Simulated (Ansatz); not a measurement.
`CC(=S)CI` + H–F → `FCI` + `CC=S` at 500 K and 1 bar (substitution at a C–C bond).

Isolated molecules relaxed with PBE0-D4/def2-TZVP in Ansatz; ΔE leaves out vibrations. CCSD(T)/CBS is the MP2 limit (def2-TZVPP, def2-QZVPP) plus CCSD(T) − MP2 in def2-TZVPP, frozen cores. This one scheme is used for every species. def2 core potentials past Kr. For I outer-core shells are correlated without core-valence functions, which leaves a few kJ/mol of doubt a bond. One conformer a species, not always the lowest.

| species | CCSD(T)/CBS energy (Eh) | H − E (kJ/mol) | S (J/(mol·K)) |
| --- | --- | --- | --- |
| `CC(=S)CI` | -812.36761 | 232.9 | 415.9 |
| H–F | -100.39570 | 39.4 | 188.7 |
| `FCI` | -436.46970 | 102.3 | 313.9 |
| `CC=S` | -476.26007 | 167.9 | 307.9 |

H − E and S are ideal-gas, rigid-rotor, harmonic terms from PBE0-D4/def2-TZVP, for one conformer and one mirror image of each species. 1 Eh = 2625.50 kJ/mol, R = 8.31446 J/(mol·K).

**Question.** By hand: ΔE, ΔH, ΔS and ΔG.

**Answer.** ΔE = (-436.46970) + (-476.26007) − (-812.36761) − (-100.39570) = 0.03354 Eh = 88.1 kJ/mol. Δ(H − E) = 102.3 + 167.9 − 232.9 − 39.4 = -2.1, so ΔH = 86.0 kJ/mol. ΔS = 313.9 + 307.9 − 415.9 − 188.7 = 17.2 J/(mol·K). ΔG = 86.0 − 500 × (17.2)/1000 = 77.4 kJ/mol.

**Question.** By hand: the equilibrium constant, and the temperature at which ΔG would vanish if ΔH and ΔS stayed fixed.

**Answer.** log₁₀ K = −ΔG/(RT ln 10) = -8.1. ΔG = 0 at ΔH/ΔS = 5000 K, far beyond where these terms or the molecules hold.

ΔH outweighs TΔS. A doubt of 5 kJ/mol in ΔE shifts log₁₀ K by 0.5 here. Other conformers and mirror images would add mixing entropy, several J/(mol·K) or more a flexible species. Modes under 60 cm⁻¹, often nearly free rotors, make the harmonic entropy too high. These are equilibria of isolated gas molecules and say nothing of rates. Largest T1 diagnostic: 0.016 (customary marks: 0.02 for closed shells, 0.045 for open ones).
